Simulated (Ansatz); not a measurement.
Relaxation of C2H7AlF2Si (13 atoms, charge 0, multiplicity 1), to a largest force component of 0.015 eV/Å in at most 40 steps.

Level of theory: RKS B3LYP/STO-3G (Ansatz).

```xyz
13
Properties=species:S:1:pos:R:3:forces:R:3
C -0.621 -1.104 0.935 -3.46 2.84 1.56
C 0.386 -0.215 0.221 -1.24 0.10 -3.65
F 1.583 -0.414 0.815 4.48 -0.60 2.20
Al 0.617 -0.709 -1.713 -1.84 -1.35 -0.59
Si -0.044 1.601 0.314 0.22 2.13 0.86
F 1.169 2.547 -0.387 -0.96 -0.78 0.48
H -0.372 -2.133 0.868 0.27 -1.78 0.08
H -1.627 -0.897 0.446 0.90 -0.79 0.71
H -0.731 -0.762 2.038 0.22 -1.01 -1.69
H -0.393 -1.863 -2.284 1.55 1.58 0.70
H 1.582 0.034 -2.627 -0.18 -0.26 0.35
H -1.303 1.861 -0.340 -0.17 0.05 -0.30
H -0.226 2.019 1.730 0.20 -0.14 -0.73
```

Task: Where does it end, and by what steps?

Result: It converged. Limits of this set-up: minimal basis. After 32 steps the energy has fallen by 2.382 eV; F6 moved furthest, 1.70 Å. Joined: Al4–Si5, Al4–F6.

```tsv
step	energy less start (eV)	largest force component (eV/Å)	accepted
0	0.0000	4.484	yes
2	-0.7697	0.383	yes
4	-0.7793	0.138	no
6	-0.7857	0.029	yes
8	-0.7919	0.280	yes
10	-0.8104	0.162	yes
12	-0.8227	0.387	yes
14	-0.8402	0.041	yes
16	-0.8444	0.270	yes
18	-0.8777	0.406	yes
20	-1.3475	1.404	yes
22	-2.2235	1.214	yes
24	-2.3432	0.192	yes
26	-2.3697	0.124	yes
28	-2.3773	0.053	yes
30	-2.3820	0.070	yes
32	-2.3825	0.004	yes
```

```xyz
13
Properties=species:S:1:pos:R:3
C -0.726 -1.261 0.891
C 0.437 -0.308 0.414
F 1.579 -0.565 1.217
Al 0.714 -0.179 -1.566
Si -0.111 1.542 0.396
F 0.144 1.560 -1.316
H -0.448 -2.314 0.713
H -1.656 -1.064 0.333
H -0.944 -1.157 1.968
H -0.356 -0.790 -2.421
H 2.131 -0.045 -2.036
H -1.498 1.950 0.533
H 0.755 2.597 0.890
```

Whether the end is a true minimum wasn't checked by a vibrational analysis.

The run took 79 s on 1 thread of Intel(R) Xeon(R) 6975P-C (Granite Rapids), on a shared host, peak memory 0.17 GiB.
